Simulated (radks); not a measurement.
Fractional charge and spin in the 4s shell of krypton: the spin-up occupation runs from 0 to 1 and the spin-down occupation from 0 to 1; the fullest corner is Kr3+, [Ar] 3d10 4p(up 1.5, down 1.5) 4s(up 1, down 1). Calculated with a radial shooting solver on a logarithmic mesh with Libxc functionals: scalar-relativistic Kohn-Sham, BLYP, spin-polarised, spherical densities, finite nucleus; Fermi nuclear charge, rms radius of each element as measured or else 0.836 A^(1/3) + 0.57 fm. Energy (eV) minus the two flat planes that join the four corners (they meet along the diagonal where the two added fractions sum to one electron); zero is where a piecewise linear energy would lie.

\begin{tabular}{lrrr}
down \ up & 0 & 0.5 & 1 \\ \hline
0 & 0.000 & -1.828 & 0.000 \\
0.5 & -1.828 & 0.341 & -1.738 \\
1 & 0.000 & -1.738 & 0.000 \\
\end{tabular}

Corners above the fullest one (they belong to Kr4+ and the next ion): (up 1, down 0) 65.899 eV, (up 0, down 1) 65.899 eV, (up 0, down 0) 147.43 eV. With half an added electron in each spin the energy lies 0.341 eV from the planes, and with half an added electron in spin up alone -1.828 eV. The planes are only a guide here: the flat-plane condition holds for ground states with one frontier orbital, while this shell lies below other occupied shells, so the corners above the fullest one are inner-hole states and not the ground states of those ions.
